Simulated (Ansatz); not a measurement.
# Which method gave which barrier?

Saddle point of CH6OZn, singlet (ZnH₂O ([OH][ZnH]) + CH₄ → CH₄OZn ([CH3][Zn][OH]) + H₂; bonds formed: Zn1–C5, H2–H4; bonds broken: Zn1–H2, H4–C5), PBE0-D4/def2-TZVP structure:

Zn1  (-0.712, -0.099, -0.441)
H2  (0.211, -1.459, -1.075)
O3  (-2.299, 0.697, -0.601)
H4  (0.710, -0.829, -0.311)
C5  (1.044, 0.245, 0.729)
H6  (-2.876, 0.274, -1.239)
H7  (0.645, 0.218, 1.746)
H8  (1.294, 1.273, 0.455)
H9  (1.982, -0.320, 0.737)
(Å)

Computed with Ansatz 0.2.0 (basis: def2-TZVPP, with def2-QZVPP for the basis limit); correlated methods freeze the cores. The 3s and 3p shells of Cu and Zn are frozen; filled d shells are correlated. Extrapolation: Hartree–Fock as exp(−7.88 √X), correlation as X^−2.97. Four methods, as single points on the PBE0-D4 structures, gave these electronic barriers from the start structure: 52.44, 54.03, 58.07, 71.89 kcal/mol.

Q: The methods were, in alphabetical order, HF, MP2, PBE-D4, r2SCAN-D4. Which gave which? (Judge from chemistry; the calculation decides.)

A: By the calculation: PBE-D4 52.44; r2SCAN-D4 54.03; MP2 58.07; HF 71.89 kcal/mol. For comparison, CCSD(T) at an estimated basis limit (MP2 extrapolated from triple and quadruple zeta, plus CCSD(T) − MP2 in triple zeta) gives 57.45 kcal/mol.

The T1 diagnostic stays at or below 0.016. The end structure is not quite a true minimum (one mode of 70i cm⁻¹).

Labels in which every atom is bracketed show which atoms are joined, not bond orders.

For scale, one of the runs: CCSD(T)/def2-TZVPP, 210 basis functions (an equivalent command: `ansatz run in.yaml --threads 4`). Hardware: 4 CPU threads, shared host. Wall time 86 s; peak host memory 2.9 GiB.
